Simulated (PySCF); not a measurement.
**Radial density of Sc⁺ (scandium, charge +1)**

PBEsol, [Ar] 4s2, closed-shell 1S (an excited configuration). Calculation: PySCF 2.14, in aug-cc-pVTZ with one added diffuse shell each of s, p, d, f, g type (9s8p6d4f3g, 118 functions); no relativity, point nucleus.

```
r (bohr)  4πr²ρ (e/bohr)
 0.00131          0.1259
 0.00220          0.3430
 0.00370          0.9113
 0.00622           2.319
  0.0105           5.492
  0.0176           11.53
  0.0296           19.82
  0.0498           24.76
  0.0838           20.67
   0.141           19.34
   0.237           26.35
   0.399           14.83
   0.671           7.028
    1.13           7.653
    1.90           1.758
    3.19          0.7785
    5.37          0.1027
    9.03       0.0007383
```
